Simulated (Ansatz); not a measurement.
(HMg-mu-Br)2 (Mg₂H₂Br₂) was relaxed with PBE-D4 (def2-SVP) in Ansatz in these states: charge +1 doublet, neutral singlet. The geometries follow in no particular order.

A:

Cartesian coordinates in Å:
```
Mg 0.1531 0.8141 -1.4586
H 0.3161 1.6931 -3.0187
Br -1.8704 -0.1971 -0.3064
Mg -0.1529 -0.8152 1.4581
H -0.3181 -1.6833 3.0240
Br 1.8722 0.1884 0.3017
```

B:

```
atom    x (Å)    y (Å)    z (Å)
 Mg1  -0.5054   0.6123  -1.5611
  H2  -1.0038   1.2050  -3.0708
 Br3  -0.1145  -1.7681  -0.6563
 Mg4   0.5056  -0.6122   1.5611
  H5   0.9878  -1.2058   3.0757
 Br6   0.1304   1.7689   0.6515
```

Task: Judge from the bond lengths which geometry belongs to which state (an estimate).

Result: A is the charge +1 doublet (Mg4–H5 1.798 Å, Mg1–H2 1.798 Å, Mg1–Br3 2.539 Å); B is the neutral singlet (Mg4–H5 1.697 Å, Mg1–H2 1.697 Å, Mg1–Br3 2.576 Å).
